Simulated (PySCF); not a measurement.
## Field gradients at the hydrogen positions

C₇H₁₀F₂.
Structure used (GFN2-xTB), in Å, numbered top down from 1:
```xyz
19
C7H10F2 angstrom
C      3.4074    0.6075    0.3584
C      2.3015    0.0079    0.6590
C      1.1875   -0.5927    0.9445
C      0.1479   -0.9669   -0.0758
C     -1.1674   -0.2040    0.1385
C     -2.2629   -0.7013   -0.8025
C     -0.9328    1.2902   -0.0708
F     -2.0413    2.0058    0.2503
F     -0.6669    1.5770   -1.3689
H      3.4832    1.6832    0.3426
H      4.3051    0.0612    0.1168
H      0.9581   -0.8479    1.9716
H      0.5228   -0.7644   -1.0805
H     -0.0609   -2.0366    0.0046
H     -1.4951   -0.3221    1.1775
H     -3.1831   -0.1455   -0.6363
H     -2.4564   -1.7569   -0.6303
H     -1.9587   -0.5659   -1.8380
H     -0.0980    1.6807    0.5317
```

Level: PBE0/pcSseg-1 (PySCF, non-relativistic); Q(2H) = 0.00286 b; rigid geometry, the same for H and D, with no vibrational averaging.

Question: Rank these positions by the coupling χzz of a deuteron there, largest first.
A. H15 (methine hydrogen)
B. H14 (methylene hydrogen)
C. H12 (hydrogen on carbon)
D. H18 (methyl hydrogen)
E. H19 (methine hydrogen)
F. H10 (hydrogen on carbon)

Answer: F (226 kHz), C (219 kHz), D (209 kHz), B (203 kHz), A (196 kHz), E (178 kHz).

Q: Give the electric field gradient Vzz (the principal value of largest size), its asymmetry and the 2H coupling at each hydrogen.

A: 
| atom | bonded to | bond length (Å) | Vzz (au) | η | χzz (kHz) |
| --- | --- | --- | --- | --- | --- |
| H10 | C1 | 1.079 | 0.3359 | 0.06 | 226 |
| H11 | C1 | 1.078 | 0.3366 | 0.06 | 226 |
| H12 | C3 | 1.083 | 0.3258 | 0.07 | 219 |
| H13 | C4 | 1.091 | 0.2992 | 0.02 | 201 |
| H14 | C4 | 1.093 | 0.3015 | 0.02 | 203 |
| H15 | C5 | 1.096 | 0.2923 | 0.01 | 196 |
| H16 | C6 | 1.088 | 0.3120 | 0.02 | 210 |
| H17 | C6 | 1.087 | 0.3168 | 0.03 | 213 |
| H18 | C6 | 1.088 | 0.3115 | 0.03 | 209 |
| H19 | C7 | 1.101 | 0.2651 | 0.04 | 178 |

Q: How does χzz go with the bond length over the 10 C–H bonds?

A: A straight-line fit has a slope of -19.6 kHz for each 0.01 Å, with a correlation coefficient of -0.99, over lengths from 1.078 to 1.101 Å. The longer bonds have the smaller couplings here.

Q: Give the 2H NMR doublet splittings at H17 for a magnetic field along the z, y and x axes of the gradient: 3χ/2, 3χ(1 + η)/4, 3χ(1 − η)/4.

A: With |χ| = 212.9 kHz and η = 0.025: 319, 164 and 156 kHz, to first order and without motion.

The structure is a single GFN2-xTB conformer in the gas phase; no vibrational or solvent corrections. GFN2-xTB bond lengths can be off by several hundredths of an ångström, more for odd bonds, and the gradients follow them. With a basis this small, the couplings can be 20 % off.
